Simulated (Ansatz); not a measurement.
The cluster Hg2O3⁻. Charge -1, multiplicity 2. Geometry PBE0-D4/def2-SVPD; atoms count from 1.

```csv
atom,x (Å),y (Å),z (Å)
Hg1,-0.976,-1.329,0.533
Hg2,0.761,1.378,-0.726
O3,-0.823,0.185,-0.738
O4,-1.214,-2.817,1.721
O5,2.252,2.583,-0.791
```

In the def2 sets Hg takes a core potential; there is no spin–orbit coupling. Another isomer (doublet) lies 0.55 eV lower at PBE0-D4/def2-TZVPD; other spin states weren't run for this one.

**Question.** Estimate the Mulliken populations from the PBE0/def2-TZVPD orbitals of Ansatz.

**Answer.** 
```csv
atom,charge (e),spin (α − β),d electrons
Hg1,0.61,-0.04,9.72
Hg2,0.61,-0.04,9.72
O3,-0.74,0.10,–
O4,-0.73,0.49,–
O5,-0.73,0.49,–
```
Mulliken values and Mayer orders depend strongly on the basis. With diffuse functions, as here, like atoms can get unlike values, and bond orders can come out too low or too high.

**Question.** Where does the spin sit?

**Answer.** Summed by element: Hg -0.08, O 1.08, of 1 unpaired in all. Largest on single atoms: O4 0.49, O5 0.49, O3 0.10.

**Question.** And the Mayer bond orders between bonded heavy atoms (over 0.3)?

**Answer.** Hg1–O3 0.47 (1.98 Å); Hg1–O4 0.89 (1.92 Å); Hg2–O3 0.47 (1.98 Å); Hg2–O5 0.89 (1.92 Å). Values over 0.3 also appear between atoms too far apart for a bond (O4–O5 0.33 at 6.89 Å); they arise where an orbital or an unpaired electron spreads over both atoms.
